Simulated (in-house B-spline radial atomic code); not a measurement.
# RPA and G0W0 on SCAN: Cr VII (Cr6+)

Configuration [Ne] 3s2 3p6, mean-field start SCAN. Computed with a B-spline radial code for spherical atoms: all electrons, non-relativistic, point nucleus, each spin shell either full or empty, empty states to l = 9 with an (l + 1/2)⁻⁴ tail; G0W0 by contour deformation at full frequency.

Command:
```bash
python run_gw.py task.json out
```
Settings (radii: box in bohr, nucleus in fm):
```
Z                        24
electrons                18
configuration            [Ne] 3s2 3p6
hamiltonian              nr
method                   scan,scan
lmax                     9
spin_polarised           False
box_radius               9.29
intervals                48
```

Time taken, with all properties: 1.4 s on 1 thread of Arm Neoverse N1 (shared host).

Energies (hartree):

```json
{"term": "mean-field total", "value": "-1034.76082"}
{"term": "Hartree-Fock functional on these orbitals", "value": "-1033.86172"}
{"term": "direct second order", "value": "-1.3944"}
{"term": "second-order exchange", "value": "0.46418"}
{"term": "SOSEX correction", "value": "0.42405"}
```

(1) What is the RPA correlation energy, and what remains with SOSEX?

Quasi-particle levels (eV):

| level | occupied | mean field | Σx - vxc | Σc | QP weight | G0W0 |
| --- | --- | --- | --- | --- | --- | --- |
| 3p | yes | -149.55 | -10.63 | ? | ? | ? |
| 2p | yes | -682.22 | -40.08 | 11.44 | 0.882 | -710.86 |
| 3d | no | -101.64 | 13.49 | -3.21 | 0.970 | -91.36 |

G0W0 = mean field + (Σx - vxc) + Σc, with Σc (partial-wave tail included) taken at the quasi-particle energy. Only the outer levels were computed. Levels of low weight are left out.

(2) Where does G0W0 put 3p?

## Answers

(1) RPA gives -1.2202 hartree (-1.84 eV per electron); RPA + SOSEX gives -0.79614, and the second-order doubles -0.93019 hartree (no singles). RPA lacks exchange-type terms and so overcorrelates at short range.

(2) At -160.50 eV, with Σc = -0.32 eV and a quasi-particle weight of 0.957. The tabulated removal energy is 160.29 ± 0.06 eV (NIST, semi-empirical); the calculation leaves out relativity, Breit and QED terms, and what these don't explain is the method's own error.
